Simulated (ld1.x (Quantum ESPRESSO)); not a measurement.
iron (Fe) RRKJ: all-electron and pseudo phase curves

ld1.x (Quantum ESPRESSO) 7.5 input, shortened:

```
&input
   title='Fe', zed=26., rel=1, dft='PZ', iswitch=3,
   config='[Ar] 3d6 4s2 4p0'
 /
 &inputp
   pseudotype=2, tm=.false., rho0=0.01, lloc=0,
   nlcc=.false.
 /
3
3P  2  1   6.00   0.00  1.35  1.35  0.0
3D  3  2   6.00   0.00  0.95  0.95  0.0
3S  1  0   2.00   0.00  0.95  0.95  0.0
 &test
   configts(1)='3s2 3p6 3d6 4s2 4p0'
 /
```

Occupied shells without a wave of their own: 4s. They enter only through the test configuration that unscreens the potential.

The phase is arctan(r·u′/u) with u = r·R(r), unwrapped; energies in Ry, scanned from -9 to 5 Ry. A pole is an energy at which the radial function vanishes at the test radius. The pseudo phase is shifted by a multiple of π to meet the all-electron one at the reference energy, and phase errors are pseudo minus all-electron; the curves can meet again beyond the range given. Levels narrower than the energy grid can be missing from the lists of poles.

For each channel, where are the poles, and over which energies does the pseudopotential scatter like the atom?

```json
{"channel": "s", "radius (bohr)": "1.51", "reference energy (Ry)": "-6.87", "poles, all-electron": "-6.23", "poles, pseudo": "-6.23", "unbroken range about the reference energy with phases within 0.05 rad": "below 1.3", "phase error 1 Ry above the reference energy (rad)": "-0.001"}
{"channel": "p", "radius (bohr)": "1.51", "reference energy (Ry)": "-4.40", "poles, all-electron": "-3.55", "poles, pseudo": "-3.55", "unbroken range about the reference energy with phases within 0.05 rad": "below 3.9", "phase error 1 Ry above the reference energy (rad)": "-0.000"}
{"channel": "d", "radius (bohr)": "1.51", "reference energy (Ry)": "-0.57", "poles, all-electron": "0.73", "poles, pseudo": "0.74", "unbroken range about the reference energy with phases within 0.05 rad": "the whole range", "phase error 1 Ry above the reference energy (rad)": "+0.000"}
```

Phases in the s channel:

```json
{"E (Ry)": "-9.00", "all-electron": "1.201", "pseudo": "1.200"}
{"E (Ry)": "-8.76", "all-electron": "1.171", "pseudo": "1.170"}
{"E (Ry)": "-8.52", "all-electron": "1.131", "pseudo": "1.130"}
{"E (Ry)": "-8.28", "all-electron": "1.072", "pseudo": "1.071"}
{"E (Ry)": "-8.04", "all-electron": "0.979", "pseudo": "0.977"}
{"E (Ry)": "-7.80", "all-electron": "0.810", "pseudo": "0.807"}
{"E (Ry)": "-7.56", "all-electron": "0.444", "pseudo": "0.441"}
{"E (Ry)": "-7.32", "all-electron": "-0.313", "pseudo": "-0.315"}
{"E (Ry)": "-7.08", "all-electron": "-0.994", "pseudo": "-0.995"}
{"E (Ry)": "-6.84", "all-electron": "-1.304", "pseudo": "-1.304"}
{"E (Ry)": "-6.60", "all-electron": "-1.453", "pseudo": "-1.453"}
{"E (Ry)": "-6.36", "all-electron": "-1.538", "pseudo": "-1.538"}
{"E (Ry)": "-6.12", "all-electron": "-1.593", "pseudo": "-1.594"}
{"E (Ry)": "-5.88", "all-electron": "-1.633", "pseudo": "-1.633"}
{"E (Ry)": "-5.64", "all-electron": "-1.663", "pseudo": "-1.663"}
{"E (Ry)": "-5.40", "all-electron": "-1.687", "pseudo": "-1.688"}
{"E (Ry)": "-5.16", "all-electron": "-1.707", "pseudo": "-1.708"}
{"E (Ry)": "-4.92", "all-electron": "-1.724", "pseudo": "-1.725"}
{"E (Ry)": "-4.68", "all-electron": "-1.740", "pseudo": "-1.741"}
{"E (Ry)": "-4.44", "all-electron": "-1.754", "pseudo": "-1.755"}
{"E (Ry)": "-4.20", "all-electron": "-1.766", "pseudo": "-1.768"}
{"E (Ry)": "-3.96", "all-electron": "-1.779", "pseudo": "-1.781"}
{"E (Ry)": "-3.72", "all-electron": "-1.791", "pseudo": "-1.793"}
{"E (Ry)": "-3.48", "all-electron": "-1.803", "pseudo": "-1.805"}
{"E (Ry)": "-3.24", "all-electron": "-1.814", "pseudo": "-1.817"}
{"E (Ry)": "-3.00", "all-electron": "-1.826", "pseudo": "-1.829"}
{"E (Ry)": "-2.76", "all-electron": "-1.838", "pseudo": "-1.841"}
{"E (Ry)": "-2.52", "all-electron": "-1.850", "pseudo": "-1.854"}
{"E (Ry)": "-2.28", "all-electron": "-1.863", "pseudo": "-1.867"}
{"E (Ry)": "-2.04", "all-electron": "-1.876", "pseudo": "-1.881"}
{"E (Ry)": "-1.80", "all-electron": "-1.889", "pseudo": "-1.895"}
{"E (Ry)": "-1.56", "all-electron": "-1.904", "pseudo": "-1.911"}
{"E (Ry)": "-1.32", "all-electron": "-1.920", "pseudo": "-1.927"}
{"E (Ry)": "-1.08", "all-electron": "-1.936", "pseudo": "-1.945"}
{"E (Ry)": "-0.84", "all-electron": "-1.954", "pseudo": "-1.965"}
{"E (Ry)": "-0.60", "all-electron": "-1.974", "pseudo": "-1.986"}
{"E (Ry)": "-0.36", "all-electron": "-1.996", "pseudo": "-2.010"}
{"E (Ry)": "-0.12", "all-electron": "-2.019", "pseudo": "-2.036"}
{"E (Ry)": "0.12", "all-electron": "-2.046", "pseudo": "-2.065"}
{"E (Ry)": "0.36", "all-electron": "-2.075", "pseudo": "-2.099"}
{"E (Ry)": "0.60", "all-electron": "-2.108", "pseudo": "-2.136"}
{"E (Ry)": "0.84", "all-electron": "-2.146", "pseudo": "-2.180"}
{"E (Ry)": "1.08", "all-electron": "-2.189", "pseudo": "-2.231"}
{"E (Ry)": "1.32", "all-electron": "-2.239", "pseudo": "-2.290"}
{"E (Ry)": "1.56", "all-electron": "-2.297", "pseudo": "-2.360"}
{"E (Ry)": "1.80", "all-electron": "-2.365", "pseudo": "-2.443"}
{"E (Ry)": "2.04", "all-electron": "-2.444", "pseudo": "-2.542"}
{"E (Ry)": "2.28", "all-electron": "-2.538", "pseudo": "-2.659"}
{"E (Ry)": "2.52", "all-electron": "-2.648", "pseudo": "-2.796"}
{"E (Ry)": "2.76", "all-electron": "-2.776", "pseudo": "-2.953"}
{"E (Ry)": "3.00", "all-electron": "-2.922", "pseudo": "-3.126"}
{"E (Ry)": "3.24", "all-electron": "-3.082", "pseudo": "-3.304"}
{"E (Ry)": "3.48", "all-electron": "-3.249", "pseudo": "-3.479"}
{"E (Ry)": "3.72", "all-electron": "-3.416", "pseudo": "-3.640"}
{"E (Ry)": "3.96", "all-electron": "-3.573", "pseudo": "-3.783"}
{"E (Ry)": "4.20", "all-electron": "-3.714", "pseudo": "-3.905"}
{"E (Ry)": "4.44", "all-electron": "-3.838", "pseudo": "-4.008"}
{"E (Ry)": "4.68", "all-electron": "-3.944", "pseudo": "-4.094"}
{"E (Ry)": "4.92", "all-electron": "-4.034", "pseudo": "-4.167"}
```
